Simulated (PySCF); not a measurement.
Dipole moment and polarisability of 2-(trifluoroacetyl)thiophene

Species: 2-(trifluoroacetyl)thiophene, C6H3F3OS.
Structure used (PBE0-D3(BJ)/def2-SVP), in Å, numbered top down from 1:
```
atom  x, y, z in Å
O1    -1.7159    2.0132    0.2486
C2    -1.3108    0.8773    0.2799
C3     0.0982    0.5071    0.2845
C4     0.6988   -0.7388    0.3360
C5     2.1086   -0.6566    0.3277
C6     2.5511    0.6459    0.2705
S7     1.2732    1.7745    0.2266
C8    -2.3289   -0.2876    0.3174
F9    -3.5638    0.1691    0.3031
F10   -2.1589   -1.0222    1.4206
F11   -2.1605   -1.0937   -0.7349
H12    0.1380   -1.6721    0.3795
H13    2.7750   -1.5188    0.3633
H14    3.5839    0.9937    0.2509
```

Level: wB97X-D/def2-SVPD (PySCF), static field, nuclei fixed, core orbitals frozen in the response. The polarisability tensor in these axes (au):

```
x   120.21  -5.63  -0.03
y    -5.63  98.68  -1.54
z    -0.03  -1.54  59.53
```

Task: Diagonalise the tensor; give its mean and Δα, where Δα² is half the sum of the squared differences of the eigenvalues.

Result: Principal values 59.47, 97.36 and 121.59 au; mean 92.81 au = 13.75 Å³ = 15.30 × 10⁻⁴⁰ C²·m²/J; Δα = 54.23 au (58 % of the mean).

Task: What is the dipole moment, and where does it point?

Result: (3.98, -1.76, 0.05) D, 4.35 D in size, pointing from the negative to the positive side. Measured along this direction, the outermost atoms are F9 at the negative end and H13 at the positive end.

Task: Orientational against electronic polarisability at 500 K (dilute gas, rigid molecules)?

Result: In Gaussian units μ²/3kT = 91.41 Å³ against 13.75 Å³, a ratio of 6.65; the Debye molar polarisation (4π/3)N_A(α + μ²/3kT) is 265.3 cm³/mol, leaving out the vibrational part.

Task: What would n − 1 = 2πNα be for an ideal gas of these molecules at 400 K and 1 atm, electronic part alone?

Result: N = p/kT = 1.8347 × 10¹⁹ cm⁻³, so n − 1 = 2π × N × 13.75 × 10⁻²⁴ cm³ = 1585 × 10⁻⁶ at long wavelengths.

Task: Traceless (Buckingham) quadrupole moment about the centre of nuclear charge: eigenvalues?

Result: -4.69, -3.85, 8.53 D·Å. The values depend on the origin, since the dipole doesn't vanish. The electronic extent ⟨r²⟩ about the same centre is 1909 bohr², a root-mean-square distance of 2.44 Å for the 90 electrons.

Task: Molar refractivity from α?

Result: Lorentz–Lorenz: R = (4π/3)N_A α = 2.5225 cm³/(mol·Å³) × 13.75 Å³ = 34.7 cm³/mol, in the limit of long wavelengths.

The structure is a single PBE0-D3(BJ)/def2-SVP conformer in the gas phase; no vibrational or solvent corrections.
